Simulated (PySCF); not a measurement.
CuF₃⁻: breathing scan

These are results of UPBE0 in PySCF with Cu def2-SVPD, F def2-SVPD; no relativity; density-fitted integrals, not measurements.

Rigid scan from the doublet minimum (Cu–F 1.829 Å (×3); F–Cu–F 110.5° (×2), F–Cu–F 139.0°). Coordinate: all bonds to the central atom scaled together. Energies in kJ/mol from the minimum.

```tsv
scale of all bonds to the centre	E (kJ/mol)	dipole size (D, about the centre of mass)	⟨S²⟩
0.88	192.5	0.99	0.75
0.92	73.9	1.05	0.75
0.96	16.1	1.10	0.75
1.00	0.0	1.15	0.75
1.04	12.5	1.19	0.75
1.08	44.1	1.21	0.75
1.14	113.3	1.20	0.75
1.22	223.3	1.08	0.76
1.35	396.2	0.70	0.77
```

Other spin states or occupations of the open shell can lie lower.

Other isomers or separated fragments may lie lower.

The scan took 26 s on 2 threads of a shared Arm Neoverse V2 host; the process peaked at 1.1 GiB. Launch command: `OMP_NUM_THREADS=2 python axn.py task.json out`.
